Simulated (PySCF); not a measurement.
Atoms are numbered as in `[CH3:1][SiH2:2][C@@:3]1([Cl:4])[CH:5]=[CH:6][Si@@H:7]1[PH2:8]`. Each H is labelled by its parent atom. Ha(Si2) is pro-R; Hb(Si2) is pro-S.

- geometry: GFN2-xTB
- shielding tensors at PBE0/pcSseg-1 (GIAO)
- program: PySCF 2.14.0 with density-fitted response routines
- in vacuum, rapidly exchanging positions averaged, non-relativistic, one computed conformer

δ = σ(ref) − σ, references computed at the same level: $^{13}$C, $^{1}$H, $^{29}$Si against TMS; $^{35}$Cl against HCl; $^{31}$P vs H3PO4.

| atoms | nucleus | count | δ (ppm) |
| --- | --- | --- | --- |
| H(C6) | $^{1}$H | 1 | 6.43 |
| Cl4 | $^{35}$Cl | 1 | ? |
| C1 | $^{13}$C | 1 | ? |
| Ha(Si2) | $^{1}$H | 1 | 4.43 |
| Si7 | $^{29}$Si | 1 | 6.4 |
| Si2 | $^{29}$Si | 1 | -37.4 |
| H(C5) | $^{1}$H | 1 | 7.01 |
| C3 | $^{13}$C | 1 | 54.6 |
| C6 | $^{13}$C | 1 | 150.3 |
| C5 | $^{13}$C | 1 | 166.6 |
| H(P8) | $^{1}$H | 2 | 1.38 |
| H(C1) | $^{1}$H | 3 | ? |
| Hb(Si2) | $^{1}$H | 1 | ? |
| H(Si7) | $^{1}$H | 1 | ? |
| P8 | $^{31}$P | 1 | -290.9 |

Task: Complete the table.

Result: 
- C1: -7.1 ppm, methyl carbon bonded to Si; an electropositive neighbour leaves it electron-rich and shielded
- H(Si7): 5.75 ppm, hydrogen on a silicon bonded to 2 C, P, in a 4-membered ring
- Hb(Si2): 4.29 ppm, hydrogen on a silicon bonded to 2 C
- H(C1): 0.12 ppm, hydrogen on a methyl carbon bonded to Si; an electropositive neighbour shields it, as in TMS itself
- Cl4: 176 ppm, chlorine bonded to C

Carbons that carry Cl, above all several Cl atoms, come out too deshielded, partly because spin–orbit coupling is missing. Shifts are as computed. Against solution values, carbons near 30 ppm lie about +3 ppm off and those near 130 ppm about +5 ppm; carbons on Cl a further +6 ppm. Of 1309 compounds with measured shifts, 239 miss one by over three times the rms of a fit or turn the order of signals round; such compounds aren't used in these exercises. Experimental scales use liquid or dissolved standards, which lie at an offset from isolated H3PO4.
